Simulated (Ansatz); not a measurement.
Isolated molecules relaxed with PBE0-D4/def2-TZVP in Ansatz; ΔE leaves out vibrations. CBS: MP2 limit from def2 TZ/QZ plus the TZ coupled-cluster correction, frozen cores. This one scheme is used for every species. DFT in def2-TZVPP. B3LYP here is the variant with VWN-RPA as its local correlation; programs differ in this. For Zn outer-core shells are correlated without core-valence functions, which leaves a few kJ/mol of doubt a bond. Scalar relativity is left out up to krypton. Each species was taken in one conformer, which may not be the lowest.

Consider the ligand exchange at a Zn–C bond: `N=C1O[CH]1[Zn][F]` + `OB(O)O` → `OB(O)[O][Zn][F]` + `N=C1CO1`.

Is it downhill or uphill in electronic energy at CCSD(T)/CBS, and by how much? (An estimate is asked.)

The calculation gave: Downhill: ΔE = -40.0 kJ/mol.

What do these levels give: PBE-D4, ωB97M-V, PBE0, B3LYP, MP2/def2-QZVPP, MP2/CBS(def2)? (Best estimate.)

Ansatz gave: PBE-D4 -22.2, ωB97M-V -32.3, PBE0 -28.4, B3LYP -30.4, MP2/def2-QZVPP -38.2, MP2/CBS(def2) -37.6 kJ/mol.

Largest T1 diagnostic among the species: 0.017.

From PBE to PBE0 (25 % exact exchange), in def2-TZVPP and without D4, ΔE moves by −6.1 kJ/mol. In def2-TZVPP, CCSD(T) changes the Hartree–Fock value by +14.2 kJ/mol (the triples alone add +2.3 kJ/mol) and MP2 by +16.7 kJ/mol.
